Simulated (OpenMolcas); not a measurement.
## Nd V: the spin-orbit constant, worked from levels

```yaml
Program: OpenMolcas
Basis: ANO-R3 [9s8p5d5f3g1h]
Scalar_Hamiltonian: X2C, finite nucleus
Active_space: 2 electrons in 7 orbitals (4f)
State_averaging: 2S+1 = 3 even, 21 roots; 2S+1 = 1 even, 28 roots (27 in the spin-orbit step)
Spin-orbit_coupling: state interaction with AMFI integrals over the reference wave functions, term energies averaged over their components
```

Methods: CASSCF; SS-CASPT2, IPEA 0.25 Eh, imaginary shift 0.1 Eh (closed shells correlated: 5s 5p). Measured levels: the list in Carvajal Gallego et al., Mon. Not. R. Astron. Soc. 518, 332 (2023).

**The spin-orbit constant.** For the Hund term ³H of f2, E(J) = (A/2) J(J+1) + constant and ζ = 2S·A = 2A. From J = 4 to J = 6 the energy changes by 11 A.

| Source | E(6) - E(4) | A | ζ |
| --- | --- | --- | --- |
| CASSCF | 6041.8 | 549.3 | 1099 |
| SS-CASPT2 | 6063.2 | 551.2 | 1102 |
| measured | 5743.4 | 522.1 | 1044 |

All in cm-1. SS-CASPT2 is off by +5.6 % and CASSCF by +5.2 %. Both methods take the spin-orbit matrix elements from the reference wave functions, so the second can move ζ only through the term energies and any multistate remixing. Second-order mixing with other terms is absorbed into this ζ.

Term energies are means over components that CASPT2 splits; among the terms shown or strongly mixed into the levels shown the widest spread is 20 cm-1 (4f² ³H, SS-CASPT2). Some high roots are left out of the spin-orbit mixing, which shifts the levels that they would mix with. Without dynamic correlation excited terms often stand tens of per cent too high (terms of higher spin than the ground term too low), and those without a measured partner can miss by more than the paired ones (holds for CASSCF). Computed and measured levels are paired by configuration, term and J; levels that our copy of the source lacks, or whose pairing is in doubt (as where it misses far off the trend of its configuration), stay unpaired and out of the deviations. Only configurations of the active space appear.
